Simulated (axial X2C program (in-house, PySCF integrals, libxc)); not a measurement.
Spectroscopic constants of CdF

All values were computed with an in-house all-electron X2C program for linear molecules (integrals from PySCF). Spin-free means the one-electron spin-free X2C Hamiltonian; two-component (2c) means X2C with spin–orbit coupling and atomic mean-field two-electron Coulomb and Gaunt terms, so the difference of the two also holds small scalar two-electron terms. Basis: Cd dyall-v2z [9s10p7d2f], F dyall-v2z [5s4p1d] (cores contracted in-house); Gaussian nuclei, density fitting, unrestricted open shells. Masses: Cd 113.903 u, F 18.998 u.

The run was started with this input:
```json
{
 "zs": [
  48,
  9
 ],
 "q": 0,
 "bas": [
  "dyall-v2z",
  "dyall-v2z"
 ],
 "levels": [
  "PBE0",
  "HF",
  "LDA",
  "TPSSh"
 ],
 "cc": false,
 "r0": 2.0,
 "npts": 10,
 "nst": 2,
 "ntry": 6
}
```
```bash
python so2c.py task.json out
```

Keys: zs atomic numbers; q charge; bas basis sets; levels methods; cc coupled cluster on or off; r0 starting distance in Å; npts points on the curve; nst determinants followed; ntry starts of the search. HF also brings MP2.

State, spin-free: M_S = 1/2, Λ = 0 (beyond evenly filled blocks: σα); electrons by block: σα: 13, σβ: 12, π+α: 6, π+β: 6, π-α: 6, π-β: 6, δ+α: 2, δ+β: 2, δ-α: 2, δ-β: 2. Fragments: Cd + F.

State, 2c: Ω = 1/2 (⟨Sz⟩ = 0.50, ⟨Lz⟩ = 0.00 at PBE0); electrons by block: 1/2: 19, -1/2: 18, 3/2: 8, -3/2: 8, 5/2: 2, -5/2: 2. Fragments: Cd + F.

| Hamiltonian | level | Re (Å) | ωe (cm⁻¹) | ωexe (cm⁻¹) | αe (cm⁻¹) | De (eV) | k (mdyn/Å) | μ (D) |
| --- | --- | --- | --- | --- | --- | --- | --- | --- |
| spin-free | PBE0 | 1.999 | 511.0 | 3.19 | 0.00201 | 2.48 | 2.51 | -3.70 |
| spin-free | HF | 1.994 | 543.3 | 2.66 | 0.00178 | 1.53 | 2.83 | -4.15 |
| spin-free | MP2 | 1.988 | 541.4 | 2.62 | 0.00176 | 2.31 | 2.81 | n/a |
| spin-free | LDA | 1.979 | 517.8 | 3.32 | 0.0021 | 3.31 | 2.57 | -3.28 |
| spin-free | TPSSh | 2.008 | 500.3 | 3.3 | 0.00207 | 2.59 | 2.4 | -3.57 |
| 2c | PBE0 | 2.000 | 510.9 | 3.19 | 0.00201 | 2.48 | 2.5 | -3.70 |
| 2c | HF | 1.994 | 543.2 | 2.66 | 0.00178 | 1.51 | 2.83 | -4.15 |
| 2c | MP2 | 1.989 | 541.2 | 2.62 | 0.00176 | 2.29 | 2.81 | n/a |
| 2c | LDA | 1.979 | 517.7 | 3.32 | 0.0021 | 3.30 | 2.57 | -3.28 |
| 2c | TPSSh | 2.008 | 500.2 | 3.3 | 0.00207 | 2.59 | 2.4 | -3.57 |

Correlated methods: 19 electrons correlated (number of frozen shells: Cd 4 s, 3 p, 1 d; F 1 s), 119 virtual spin orbitals or spinors in MP2.

Dipoles are positive if F is the positive end.

The state is one determinant whose occupation by symmetry is held fixed; it was picked as the lowest of a PBE0 search that is not exhaustive. Dissociation energies refer to the lowest single-determinant-based atoms at the same level and basis. Density functionals use the spin component along the axis (collinear). The 2c atoms are single determinants rather than J levels; their spin–orbit lowering is only partly caught, and De is too large by that part. This holds for PBE0, TPSSh. Without a current term, density functionals place determinants with orbital angular momentum somewhat too high.

Rough cost a point (2c) on 1 thread(s) of a shared host, integrals apart: PBE0 0.6 s, HF 0.3 s, LDA 0.24 s, TPSSh 0.9 s.

The whole task took 57 s on 1 thread of Arm Neoverse N1 (shared host).
